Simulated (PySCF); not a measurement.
SMILES Bc1ccc(C=C)cc1 (C8H9B), GFN2-xTB optimised geometry.

```
18

B     -1.51    -2.99     0.00
C     -0.70    -1.68     0.00
C     -1.32    -0.42     0.00
C     -0.60     0.75     0.00
C      0.80     0.73     0.00
C      1.61     1.94     0.00
C      1.17     3.19     0.07
C      1.43    -0.51     0.00
C      0.71    -1.68     0.00
H     -0.96    -4.03    -0.01
H     -2.68    -2.96     0.00
H     -2.40    -0.38     0.00
H     -1.13     1.69     0.00
H      2.68     1.76    -0.05
H      1.86     4.03     0.06
H      0.13     3.44     0.12
H      2.52    -0.55     0.00
H      1.23    -2.63     0.00
```

Density from PBE0/def2-SVP in PySCF 2.14.0 at that geometry.

Minimum of the electron density along straight lines between bonded atoms, close to the bond critical point (lines longer than 1.1 times the sum of covalent radii, or with two minima, are not listed):

```tsv
bond	length / Å	ρ at the minimum / e bohr⁻³	∇²ρ there / e bohr⁻⁵	position (fraction from the first atom)
B1–C2	1.542	0.188	-0.08	0.33
C2–C3	1.404	0.302	-0.76	0.49
C3–C4	1.378	0.316	-0.82	0.50
C4–C5	1.398	0.306	-0.77	0.50
C5–C6	1.456	0.276	-0.68	0.50
C6–C7	1.328	0.342	-0.92	0.50
C5–C8	1.398	0.306	-0.78	0.50
C2–C9	1.403	0.302	-0.76	0.49
C8–C9	1.378	0.317	-0.83	0.50
B1–H10	1.170	0.181	-0.13	0.43
B1–H11	1.170	0.181	-0.13	0.43
C3–H12	1.081	0.285	-1.09	0.63
C4–H13	1.080	0.284	-1.08	0.63
C6–H14	1.084	0.282	-1.07	0.63
C7–H15	1.077	0.284	-1.09	0.64
C7–H16	1.076	0.284	-1.09	0.63
C8–H17	1.082	0.282	-1.07	0.63
C9–H18	1.081	0.285	-1.09	0.63
```
